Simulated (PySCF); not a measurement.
IrO₃, SMILES [O]=[Ir](=[O])=[O] (connectivity only; charge and spin as stated), neutral, multiplicity 4.

Coordinates come from a PBE0-D3(BJ)/def2-TZVP optimisation. The geometry has at least one imaginary mode, so it is a saddle point at that level. The spin state was assumed, not searched. The def2 effective core potentials stand for the cores of Ir; spin–orbit coupling is left out.

The numbers are results of PBE0-D3(BJ)/def2-TZVP (PySCF), not measurements.

Frequencies are harmonic and unscaled.

Modes within 1.5 cm⁻¹ of each other (mostly degenerate sets) share a row, with their intensities summed.

```
mode  ν (cm⁻¹)  IR (km/mol)  moving atoms (share of kinetic energy)
----  --------  -----------  --------------------------------------
1         279i        102.6                         O 80 %, Ir 20 %
2–3        282          0.9                          O 92 %, Ir 8 %
4–5        906        160.2                         O 88 %, Ir 12 %
6          958          0.0                                 O 100 %
```
